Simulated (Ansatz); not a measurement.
The cluster Be₄O₃⁺. Charge 1, multiplicity 2. Geometry PBE0-D4/def2-SVP, basis def2-TZVP, Ansatz.

```
atom    x (Å)    y (Å)    z (Å)
 Be1   0.9620  -0.2412   0.9513
 Be2  -1.0975  -0.0944  -1.3799
 Be3   0.4235  -1.5630  -0.7388
 Be4  -0.5629   1.2297   0.3083
  O5  -0.1022   0.6727   1.7528
  O6  -0.5667  -1.3760  -1.7670
  O7   0.9437   1.3723   0.8732
```

| run | HOMO (eV) | LUMO (eV) |
| --- | --- | --- |
| A | -11.43 | -10.38 |
| B | -11.41 | -10.08 |
| C | -11.87 | -10.05 |
| D | -12.26 | -9.68 |
| E | -13.90 | -6.52 |
| F | -11.35 | -10.30 |

HSE06 is defined as in plane-wave codes, on full-range PBE exchange. The structure holds 1 bond(s) between oxygen atoms. Another isomer (doublet) lies 6.99 eV lower at PBE0-D4/def2-TZVP; other spin states weren't run for this one.

HOMO and LUMO are taken over both spins.

Question: The runs used HF, HSE06, PBE, PBE0, r2SCAN, revPBE. Estimate which is which.

Answer: A PBE (0 % exact exchange); B r2SCAN (0 % exact exchange); C HSE06 (range-separated); D PBE0 (25 % exact exchange); E HF (100 % exact exchange); F revPBE (0 % exact exchange). Exact exchange lowers occupied and raises empty levels; among semilocal functionals meta-GGAs tend to open the gap a little, and such runs are hard to tell apart. The gap grows from 1.05 eV (revPBE) to 7.37 eV (HF). At HF/def2-TZVP the charge 1 doublet is spin-contaminated (final ⟨S²⟩ up to 1.01, 0.75 for a pure state).
